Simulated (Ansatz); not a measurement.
**Counterpoise correction, worked out**

The pair of H3O⁺ (SMILES [OH3+], atoms 1–4) and BF3 (SMILES FB(F)F, atoms 5–8), both closed shells, in one local arrangement (a lower one may exist), relaxed at PBE0-D4/def2-TZVP:

O1  (0.122, 0.134, -1.811)
H2  (0.063, -0.108, -0.826)
H3  (-0.723, 0.420, -2.199)
H4  (0.557, -0.550, -2.351)
F5  (0.065, -0.528, 0.602)
B6  (-0.006, 0.043, 1.844)
F7  (-0.272, 1.309, 1.882)
F8  (0.194, -0.720, 2.859)
(Å)

Computed with Ansatz 0.2.0 (basis: def2-TZVPPD); correlated methods freeze the cores.

CCSD(T) total energies in eV:

| system | geometry | basis functions | energy |
| --- | --- | --- | --- |
| pair | pair | all | -10907.48105 |
| H3O⁺ | as in the pair | all (partner as ghosts) | -2084.76515 |
| BF3 | as in the pair | all (partner as ghosts) | -8822.08701 |
| H3O⁺ | as in the pair | its own | -2084.75423 |
| BF3 | as in the pair | its own | -8822.05855 |
| H3O⁺ | free (PBE0-D4 minimum) | its own | -2084.79101 |
| BF3 | free (PBE0-D4 minimum) | its own | -8822.16409 |

(1) Work out the interaction energy with and without the counterpoise correction, the superposition error, and the binding energy from the relaxed fragments.

No T1 diagnostic of these runs exceeds 0.013.

## Answers

(1) Without correction: -10907.48105 − (-2084.75423) − (-8822.05855) = -0.66827 eV.
With correction (each fragment in the whole basis): -10907.48105 − (-2084.76515) − (-8822.08701) = -0.62889 eV = -14.50 kcal/mol.
The superposition error is the difference, 0.03938 eV, 6 % of the uncorrected value: each fragment borrows its partner's functions.
Deformation from the free shapes: 0.03678 eV for H3O⁺ and 0.10554 eV for BF3.
Binding energy from relaxed fragments: -0.62889 + 0.03678 + 0.10554 = -0.48657 eV = -11.22 kcal/mol (electronic, without zero-point energy; negative means bound). For comparison, the corrected interaction energy by CCSD(T) at an estimated basis limit (MP2 extrapolated from triple and quadruple zeta, plus CCSD(T) − MP2 in triple zeta) is -0.654 eV; triple zeta with the correction binds less.

For scale, one of the runs: CCSD(T)/def2-TZVPPD, 248 basis functions, launched by `ansatz run in.yaml --threads 4 --pin off --events-out ev --progress --plain --max-ram 9574MiB`. Hardware: 4 CPU threads of an Arm Neoverse V2, shared host. Wall time 2.5 min; peak host memory 5.7 GiB.
